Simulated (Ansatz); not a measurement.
`CCF` and `CCI` differ in one element.

Ansatz, PBE0-D4/def2-TZVP geometries, multiplicity 1. 

Elements past krypton have def2 core potentials.

```json
{"property": "size of the dipole moment (PBE/def2-TZVPP) / D", "`CCF`": "1.75"}
{"property": "LUMO energy (PBE0/def2-TZVPP) / eV", "`CCF`": "1.44"}
{"property": "HOMO energy (B3LYP/def2-TZVPP) / eV", "`CCF`": "-9.14"}
{"property": "HOMO energy (ωB97M-V/def2-TZVPP) / eV", "`CCF`": "-11.77"}
{"property": "HOMO–LUMO gap (PBE/def2-TZVPP) / eV", "`CCF`": "8.28"}
{"property": "HOMO energy (PBE0/def2-TZVPP) / eV", "`CCF`": "-9.35"}
```

Task: Give the same properties after the change, and the shifts. (Estimate.)

Result: Computed: 
```tsv
property	`CCI`	shift
size of the dipole moment (PBE/def2-TZVPP) / D	1.97	0.22
LUMO energy (PBE0/def2-TZVPP) / eV	-0.70	-2.14
HOMO energy (B3LYP/def2-TZVPP) / eV	-6.97	2.17
HOMO energy (ωB97M-V/def2-TZVPP) / eV	-9.38	2.39
HOMO–LUMO gap (PBE/def2-TZVPP) / eV	4.44	-3.84
HOMO energy (PBE0/def2-TZVPP) / eV	-7.21	2.14
```

With PBE0 the HOMO rises by 2.14 eV and the LUMO falls by 2.14 eV, so the gap narrows by about 4.28 eV. PBE moves the HOMO by 1.57 eV and ωB97M-V by 2.39 eV. Dipoles are sizes alone; their direction can turn.

B3LYP here is the variant with VWN-RPA as its local correlation; programs differ in this.

Spin–orbit coupling is left out; it splits and shifts lone-pair levels of the heavy atoms by tenths of an eV.
